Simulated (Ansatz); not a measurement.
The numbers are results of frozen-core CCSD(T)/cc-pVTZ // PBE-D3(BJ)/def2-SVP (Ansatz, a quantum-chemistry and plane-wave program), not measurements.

Ansatz 0.2 input:
```yaml
crystal:
  periodic: [false, false, false]
  atoms:
    - { symbol: B, position_ang: [0.020409, -0.006648, -0.027663] }
    - { symbol: F, position_ang: [-0.63276, 0.583072, -1.095357] }
    - { symbol: F, position_ang: [1.232963, 0.584419, 0.280161] }
    - { symbol: F, position_ang: [0.0751, -1.387266, -0.100532] }
    - { symbol: C, position_ang: [-1.085984, 1.787841, 1.470028] }
    - { symbol: N, position_ang: [-0.97129, 0.316064, 1.317163] }
    - { symbol: C, position_ang: [-0.339799, -0.285733, 2.517907] }
    - { symbol: C, position_ang: [-2.30403, -0.288409, 1.07004] }
    - { symbol: H, position_ang: [-1.726556, 2.039732, 2.339789] }
    - { symbol: H, position_ang: [-1.517974, 2.202828, 0.54228] }
    - { symbol: H, position_ang: [-0.072528, 2.204904, 1.606208] }
    - { symbol: H, position_ang: [-0.230544, -1.371448, 2.348057] }
    - { symbol: H, position_ang: [-0.958767, -0.09686, 3.418714] }
    - { symbol: H, position_ang: [0.66461, 0.155954, 2.642886] }
    - { symbol: H, position_ang: [-2.982032, -0.098756, 1.927135] }
    - { symbol: H, position_ang: [-2.720912, 0.150683, 0.146477] }
    - { symbol: H, position_ang: [-2.172354, -1.374247, 0.917793] }
basis:
  gaussian: { orbitals: cc-pVTZ }
correlation:
  method: ccsd_t
```

Output:

```
Functional definition: HF
2133 factors; integrals over basis functions are off by at most 1.6e-3 eV
mean field evaluation 1: about -13510.4366 eV, gradient 4.8e1 eV
mean field evaluation 2: about -13510.7745 eV, gradient 4.8e1 eV
mean field evaluation 4: about -13515.4796 eV, gradient 4.6e0 eV
mean field evaluation 8: about -13515.5422 eV, gradient 2.5e-1 eV
mean field evaluation 16: about -13510.4366 eV, gradient 4.8e1 eV
mean field -13515.54232762 eV, -496.6870193764 hartree, gradient 1.8e-6 eV, S^2 0.000000; 0 other end points of the search recorded, 0 dependent functions left out
8 core orbitals not correlated
reference -13515.54232762 eV, -496.6870193764 hartree; 25, 25 occupied and 333, 333 virtual orbitals, 2133 factors
second order -43.95364571 eV of doubles, -0.00000000 eV of singles
cycle   1  -44.00026900 eV  change   -4.7e-2 eV  update   1.2e-1
cycle   2  -44.91426297 eV  change   -9.1e-1 eV  update   3.4e-2
cycle   3  -45.10384633 eV  change   -1.9e-1 eV  update   1.6e-2
cycle   4  -45.08399230 eV  change    2.0e-2 eV  update   3.0e-3
cycle   5  -45.08371213 eV  change    2.8e-4 eV  update   1.2e-3
cycle   6  -45.08505107 eV  change   -1.3e-3 eV  update   3.2e-4
cycle   7  -45.08496873 eV  change    8.2e-5 eV  update   1.2e-4
cycle   8  -45.08487029 eV  change    9.8e-5 eV  update   3.5e-5
cycle   9  -45.08487145 eV  change   -1.2e-6 eV  update   1.4e-5
perturbative correction -1.56763628 eV, -0.0576095706 hartree
Total energy: -13562.19483535 eV, -498.4014674133 hartree
```

Cost: about 2.5 core-hours (a rough figure).
